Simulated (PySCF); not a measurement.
H3S, SMILES [SH3+], charge +1.

The structure is a stationary point at B3LYP-D3(BJ)/def2-TZVPD. The isomer is the one that the SMILES or the coordinates give; other isomers of the formula were not compared.

These are PySCF with TDA-B3LYP/def2-TZVPD values and carry that method's errors.

Vertical excitations; the highest root listed may be one member of a degenerate set. Gas-phase values at a fixed geometry. State labels are in the subgroup Cs.

Computed UV-visible absorptions:
| state | symmetry | energy (eV) | λ (nm) | f | main pairs |
|---|---|---|---|---|---|
| S1 | A' | 9.49 | 131 | 0.051 | HOMO→LUMO+1 (degenerate set) |
| S2 | A" | 9.49 | 131 | 0.051 | HOMO→LUMO (degenerate set) |
| S3 | A' | 10.27 | 121 | 0.085 | HOMO→LUMO+2 98 % |
| S4 | A" | 11.43 | 108 | 0.000 | HOMO−1→LUMO 50 %, HOMO−2→LUMO+1 50 % |
| S5 | A' | 12.33 | 101 | 0.012 | HOMO−1→LUMO+1, HOMO−2→LUMO, HOMO→LUMO+3, HOMO−1→LUMO+2 (degenerate set) |
| S6 | A" | 12.33 | 101 | 0.012 | HOMO−2→LUMO+1, HOMO−1→LUMO, HOMO→LUMO+4, HOMO−2→LUMO+2 (degenerate set) |
| S7 | A' | 12.65 | 98 | 0.009 | HOMO→LUMO+5 46 %, HOMO−2→LUMO 26 %, HOMO−1→LUMO+1 26 % |
| S8 | A' | 12.91 | 96 | 0.007 | HOMO→LUMO+3, HOMO−1→LUMO+2 (degenerate set) |
| S9 | A" | 12.91 | 96 | 0.007 | HOMO→LUMO+4, HOMO−2→LUMO+2 (degenerate set) |
| S10 | A' | 13.27 | 93 | 0.163 | HOMO→LUMO+7 42 %, HOMO→LUMO+3 27 %, HOMO−1→LUMO+2 23 % |
| T1 | A" | 7.77 | 160 | 0 | HOMO→LUMO (degenerate set) |
| T2 | A' | 7.77 | 160 | 0 | HOMO→LUMO+1 (degenerate set) |
| T3 | A' | 9.52 | 130 | 0 | HOMO→LUMO+2 70 %, HOMO−2→LUMO 14 %, HOMO−1→LUMO+1 14 % |
| T4 | A' | 10.16 | 122 | 0 | HOMO−2→LUMO 35 %, HOMO−1→LUMO+1 35 %, HOMO→LUMO+2 29 % |
Triplets are in the Tamm–Dancoff approximation.
